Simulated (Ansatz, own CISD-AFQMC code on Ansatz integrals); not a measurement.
CH4OSi, SMILES `C=[SiH]O` (C–Si–O–H torsion 0°) (charge 0, multiplicity 1).

Cartesian coordinates (Å):
```xyz
7

C     -0.9865    -0.4779     0.4783
Si     0.1259     0.5400    -0.2879
O      1.7161     0.2565    -0.5594
H     -0.7568    -1.4544     0.8823
H     -2.0133    -0.1508     0.5853
H     -0.1741     1.8647    -0.8387
H      2.0887    -0.5780    -0.2599
```
Charge 0, multiplicity 1.

Frozen-core energies in cc-pVDZ from Ansatz (an electronic-structure program) at a geometry from B3LYP-D3(BJ)/def2-TZVP; the HF reference has <S^2> = 0.00 and the T1 diagnostic is 0.014.

| level | energy (Ha) |
|---|---|
| HF | -403.96967 |
| MP2 | -404.39257 |
| CCSD | -404.42294 |
| CCSD(T) | -404.43608 |

Problem. Estimate the energies of CCSDT, phaseless AFQMC, CISD trial (own CISD-AFQMC code on Ansatz integrals; ±0.39 mHa) and CCSDT(Q), and give each level's difference from CCSDT(Q).

Solution. 
```json
[
 {"level": "MP2", "energy (Ha)": "-404.39257", "difference from CCSDT(Q) (mHa)": "45.83"},
 {"level": "CCSD", "energy (Ha)": "-404.42294", "difference from CCSDT(Q) (mHa)": "15.47"},
 {"level": "CCSD(T)", "energy (Ha)": "-404.43608", "difference from CCSDT(Q) (mHa)": "2.32"},
 {"level": "CCSDT", "energy (Ha)": "-404.43705", "difference from CCSDT(Q) (mHa)": "1.36"},
 {"level": "phaseless AFQMC, CISD trial (own CISD-AFQMC code on Ansatz integrals; ±0.39 mHa)", "energy (Ha)": "-404.43840", "difference from CCSDT(Q) (mHa)": "0.00"},
 {"level": "CCSDT(Q)", "energy (Ha)": "-404.43840", "difference from CCSDT(Q) (mHa)": "0.00"}
]
```
